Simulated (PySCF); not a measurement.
**Computed NMR parameters against published values**

Structure with atom numbers: `[CH3:1][CH2:2][c:3]1[cH:4][cH:5][cH:6][cH:7][cH:8]1`. Hydrogens are named by the atom that carries them.

Published estimates (parent shift plus substituent increments) and measurements: δ 13C C3 144.1; C5/C7 128.5; C4/C8 128.1; C6 125.9 ppm (estimated from measurements, as parent shift plus tabulated substituent increment; solution, CCl4; Levy, Lichter, Nelson pp. 111-112; Breitmaier, Voelter pp. 256-258, as tabulated by Wired Chemist).
δ 13C C2 29.1; C1 15.8; δ 1H H(C2) 2.63; H(C1) 1.21 ppm (measured; solution, not stated per compound (mostly CDCl3 or CCl4); Pretsch, Buehlmann, Badertscher, Structure Determination of Organic Compounds, 4th ed. (2009)).

Computed data (PySCF): geometry: PBE0-D3(BJ)/def2-TZVP, σ from GIAO-PBE0/pcSseg-2. Equivalent nuclei averaged, one conformer, no solvent, non-relativistic.

(1) Set the calculated values beside the experiment.

(2) How far are the unscaled 13C shifts from the references?

(3) How far are the unscaled 1H shifts from the references?

## Answers

(1) 
Reference values: estimated from measurements, as parent shift plus tabulated substituent increment (solution, CCl4; Levy, Lichter, Nelson pp. 111-112; Breitmaier, Voelter pp. 256-258, as tabulated by Wired Chemist).
| atoms | quantity | reference | computed | computed, scaled |
| --- | --- | --- | --- | --- |
| C3 | δ 13C | 144.1 | 156.6 | 145.9 |
| C5/C7 | δ 13C | 128.5 | 138.3 | 128.6 |
| C4/C8 | δ 13C | 128.1 | 137.9 | 128.3 |
| C6 | δ 13C | 125.9 | 135.0 | 125.6 |

Reference values: measured (solution, not stated per compound (mostly CDCl3 or CCl4); Pretsch, Buehlmann, Badertscher, Structure Determination of Organic Compounds, 4th ed. (2009)).
```json
{"atoms": "C2", "quantity": "δ 13C", "reference": "29.1", "computed": "35.6", "computed, scaled": "32.1"}
{"atoms": "C1", "quantity": "δ 13C", "reference": "15.8", "computed": "21.7", "computed, scaled": "19.1"}
{"atoms": "H(C2)", "quantity": "δ 1H", "reference": "2.63", "computed": "2.67", "computed, scaled": "2.65"}
{"atoms": "H(C1)", "quantity": "δ 1H", "reference": "1.21", "computed": "1.17", "computed, scaled": "1.26"}
```

Computed shifts are σ(ref) − σ with the named reference compound (TMS for H and C) calculated as an isolated molecule at the same level. The measured values may be among those fitted. Empirical linear scaling, fitted to shifts measured mostly in CDCl3 for H and C (δ vs TMS): 13C: δ = 173.50 − 0.940σ (rms 2.1 ppm, 507 shifts, 2.1 ppm with the 1 outlier that the fit left out); 1H: δ = 29.34 − 0.925σ (rms 0.15 ppm, 293 shifts, 0.16 ppm with the 4 outliers that the fit left out). Occasional misses reach two or three times the rms, and more in compound classes unlike the fitted ones.

(2) Mean signed difference +8.93 ppm, mean absolute 8.93 ppm over 6 comparisons; the largest is +12.5 ppm at C3 (substituted aromatic carbon).

(3) Mean signed difference +0.00 ppm, mean absolute 0.04 ppm over 2 comparisons; the largest is +0.04 ppm at H(C2) (hydrogen on an sp3 CH2 on an aromatic ring).

8 of the 14 published NMR values on file for this molecule are compared. The rest: values from further sources.
